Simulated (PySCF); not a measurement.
**Structure from NMR data**

The spectra below were simulated for a compound C7H9BO2.

$^{1}$H NMR (500 MHz, computed): δ 7.66 (d, 2H), 7.25 (d, 2H), 4.12 (br s, 2H), 2.40 (s, 3H).

$^{13}$C{$^{1}$H} NMR (computed): δ 143.5, 136.0, 130.8, 127.9, 23.6.

All values are calculated (PySCF 2.14): GIAO B97-2/pcSseg-1 shieldings, geometry from PBE0-D3(BJ)/def2-SVP. In vacuum, a single conformation, no relativistic terms, averaged over atoms made equivalent by symmetry, fast rotation or ring inversion.

References, each an isolated molecule treated in the same way: $^{1}$H (σ = 31.38 ppm) and $^{13}$C (σ = 183.69 ppm) against TMS.

Q: What is the structure?

A: 
1. 5 carbon signals for 7 carbons: some carbons are equivalent by symmetry or fast rotation.
2. Carbon types of the structure: 2 × C, 4 × CH, 1 × CH3, leaving 2 H on heteroatoms.
3. δC 143.5, 127.9: substituted aromatic carbon.
4. δC 136.0, 130.8: aromatic CH; the aromatic region.
5. δC 23.6: methyl carbon on an aromatic ring; aliphatic region, no heteroatom directly attached.
6. δH 7.66, 7.25: hydrogen on an aromatic CH; ring-current deshielding.
7. δH 4.12: hydrogen on an oxygen bonded to B; exchangeable; this is the value without hydrogen bonding to other molecules.
8. δH 2.40: hydrogen on a methyl carbon on an aromatic ring; benzylic-type position, deshielded by the ring.

Structure: SMILES C1=C(C)C=CC(B(O)O)=C1.

This is the structure that produced the data.

The OH or NH signal is concentration- and solvent-dependent in practice; the value given is the gas-phase one. A carbon bonded to boron is broadened by the quadrupolar boron nucleus and is often missing from a measured spectrum. Shifts are as computed. Against solution values, carbons near 30 ppm lie about +1 ppm off and those near 130 ppm about +2 ppm. Of 1211 compounds with measured shifts, 218 miss one by over three times the rms of a fit or turn the order of signals round; such compounds aren't used in these exercises. No couplings were computed; multiplicities are counted from neighbouring protons, with m where these are inequivalent, close in shift, in a saturated or five-membered ring or joined by F or P, and br s for small geminal =CH2 splittings.
